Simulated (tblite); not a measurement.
C5H9GeO (doublet state).
Atom-mapped SMILES: `[GeH2:1][O:2][C@@H:3]1[CH2:4][C:5]12[CH2:6][CH2:7]2` (hydrogens: H8, H9 on Ge1; H10 on C3; H11, H12 on C4; H13, H14 on C6; H15, H16 on C7)

Computed with GFN2-xTB (tblite), gas phase: L-BFGS steps from a force-field or distance-geometry start until the largest atomic force falls under 0.01 eV/Å.

Geometry at step 10:
```
atom  x, y, z in Å
Ge1     3.1999    0.2345   -0.6189
O2      1.6795   -0.4018    0.1643
C3      0.5648    0.4042    0.2521
C4     -0.2531    0.3739    1.5343
C5     -0.8194   -0.1293    0.2623
C6     -2.0801    0.1029   -0.4843
C7     -1.5823   -1.2974   -0.2184
H8      3.1394    1.6752    0.0594
H9      4.2698   -0.5127    0.2806
H10     0.7096    1.3822   -0.2044
H11     0.0510   -0.3244    2.2957
H12    -0.5964    1.3166    1.9271
H13    -2.0447    0.5030   -1.4858
H14    -2.9425    0.4542    0.0630
H15    -1.1808   -1.8528   -1.0491
H16    -2.1223   -1.9193    0.4784
```

Question: Give the atomic forces at this geometry.

Answer: 
```json
{"atom": "Ge1", "Fx (eV/Å)": "-0.136", "Fy (eV/Å)": "-0.093", "Fz (eV/Å)": "0.017"}
{"atom": "O2", "Fx (eV/Å)": "0.038", "Fy (eV/Å)": "0.032", "Fz (eV/Å)": "-0.073"}
{"atom": "C3", "Fx (eV/Å)": "0.003", "Fy (eV/Å)": "0.014", "Fz (eV/Å)": "-0.050"}
{"atom": "C4", "Fx (eV/Å)": "0.060", "Fy (eV/Å)": "0.040", "Fz (eV/Å)": "0.045"}
{"atom": "C5", "Fx (eV/Å)": "0.042", "Fy (eV/Å)": "-0.023", "Fz (eV/Å)": "0.050"}
{"atom": "C6", "Fx (eV/Å)": "0.017", "Fy (eV/Å)": "0.079", "Fz (eV/Å)": "-0.011"}
{"atom": "C7", "Fx (eV/Å)": "-0.032", "Fy (eV/Å)": "-0.056", "Fz (eV/Å)": "-0.089"}
{"atom": "H8", "Fx (eV/Å)": "0.081", "Fy (eV/Å)": "0.101", "Fz (eV/Å)": "-0.060"}
{"atom": "H9", "Fx (eV/Å)": "-0.133", "Fy (eV/Å)": "-0.076", "Fz (eV/Å)": "0.056"}
{"atom": "H10", "Fx (eV/Å)": "-0.080", "Fy (eV/Å)": "0.137", "Fz (eV/Å)": "0.067"}
{"atom": "H11", "Fx (eV/Å)": "0.025", "Fy (eV/Å)": "-0.158", "Fz (eV/Å)": "-0.001"}
{"atom": "H12", "Fx (eV/Å)": "-0.071", "Fy (eV/Å)": "0.121", "Fz (eV/Å)": "0.031"}
{"atom": "H13", "Fx (eV/Å)": "0.105", "Fy (eV/Å)": "-0.071", "Fz (eV/Å)": "-0.096"}
{"atom": "H14", "Fx (eV/Å)": "0.002", "Fy (eV/Å)": "-0.024", "Fz (eV/Å)": "0.106"}
{"atom": "H15", "Fx (eV/Å)": "0.082", "Fy (eV/Å)": "-0.067", "Fz (eV/Å)": "-0.120"}
{"atom": "H16", "Fx (eV/Å)": "-0.001", "Fy (eV/Å)": "0.043", "Fz (eV/Å)": "0.128"}
```

The largest, 0.17 eV/Å, acts on H10; the rms over all components is 0.075 eV/Å. The forces sum to zero within rounding, as they must for an isolated molecule in no field.

Question: Give the force on H10 in Eh/bohr and in nN.

Answer: 0.172 eV/Å ÷ 51.422 = 0.00335 Eh/bohr, and 0.172 eV/Å × 1.602 = 0.28 nN.

Question: How far is this geometry from the end of the optimisation?

Answer: 0.160 eV above it, and 0.709 Å rms away after alignment. The bonds farthest from their final lengths, with half the difference of the two atoms' forces along the bond (positive lengthens):

```tsv
bond	now (Å)	final (Å)	force along bond (eV/Å)
Ge1–O2	1.825	1.795	-0.11
Ge1–H8	1.594	1.618	+0.07
O2–C3	1.378	1.368	+0.01
Ge1–H9	1.585	1.576	+0.01
C7–H15	1.077	1.085	+0.04
C5–C6	1.483	1.478	+0.03
```

The angle farthest from its final value is Ge1–O2–C3, 119.8° against 131.7°.

Of the 3 listed bonds off by 0.010 Å or more, this force points towards the final length in 2.

Hardware: an x86-64 server with one thread, shared host.
